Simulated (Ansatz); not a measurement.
TiBrF₃. The state is a singlet with charge 0. Geometry PBE0-D4/def2-SVP, basis def2-TZVP, Ansatz.

```tsv
atom	x (Å)	y (Å)	z (Å)
Ti1	-0.110	0.010	0.030
Br2	2.131	-0.192	-0.581
F3	-1.106	-0.795	-1.119
F4	-0.554	1.671	0.090
F5	-0.361	-0.693	1.580
```

| run | HOMO (eV) | LUMO (eV) |
| --- | --- | --- |
| A | -8.29 | -4.42 |
| B | -11.57 | -1.02 |
| C | -9.40 | -3.27 |
| D | -8.06 | -4.13 |
| E | -11.69 | -1.03 |
| F | -8.44 | -4.14 |

**Question.** The runs used LDA (SPW92), PBE, PBE0, r2SCAN, ωB97M-V, ωB97X-V. Estimate which is which.

**Answer.** A LDA (SPW92) (0 % exact exchange); B ωB97M-V (range-separated); C PBE0 (25 % exact exchange); D PBE (0 % exact exchange); E ωB97X-V (range-separated); F r2SCAN (0 % exact exchange). Exact exchange lowers occupied and raises empty levels; among semilocal functionals meta-GGAs tend to open the gap a little, and such runs are hard to tell apart. The gap grows from 3.86 eV (LDA (SPW92)) to 10.67 eV (ωB97X-V).
